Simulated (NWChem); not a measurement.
System: GeH₄S₃; SMILES [SH][GeH]([SH])[SH]

The following NWChem deck was run.

```
start job
memory heap 200 mb stack 900 mb global 1100 mb
geometry units angstroms noautosym nocenter noautoz
  Ge    -0.002866     0.052811    -0.349111
  S     -1.742961    -1.053199     0.563631
  S      0.137390     2.211495     0.245382
  S      1.849918    -0.995306     0.372891
  H     -0.133306     0.076309    -1.888752
  H     -2.663126    -0.483602    -0.247326
  H      0.141979     1.963745     1.573652
  H      1.370430    -2.237246     0.134442
end
basis spherical
  * library pcsseg-1
end
dft
  xc kt2
  iterations 150
end
property
  shielding
  efieldgrad
end
task dft property
```

The geometry was optimised at B3LYP/6-31G* (spherical d).

GIAO values for the isolated, static molecule; σ is the absolute isotropic shielding, δ = σ(reference) − σ with the isolated reference molecule computed at the same levels (1H: tetramethylsilane).

Atoms are numbered as in the input.

**Question.** Give the results of this calculation. (KT2/pcSseg-1, GIAO.) Quantities: σ Ge1 (ppm); σ S2 (ppm); σ S3 (ppm); σ S4 (ppm); δ H5 (ppm); δ H6 (ppm); δ H7 (ppm).

**Answer.** 
* **σ Ge1 (ppm)**: 1226.9
* **σ S2 (ppm)**: 597.3
* **σ S3 (ppm)**: 600.1
* **σ S4 (ppm)**: 633.5
* **δ H5 (ppm)**: 6.90
* **δ H6 (ppm)**: 1.58
* **δ H7 (ppm)**: 1.43
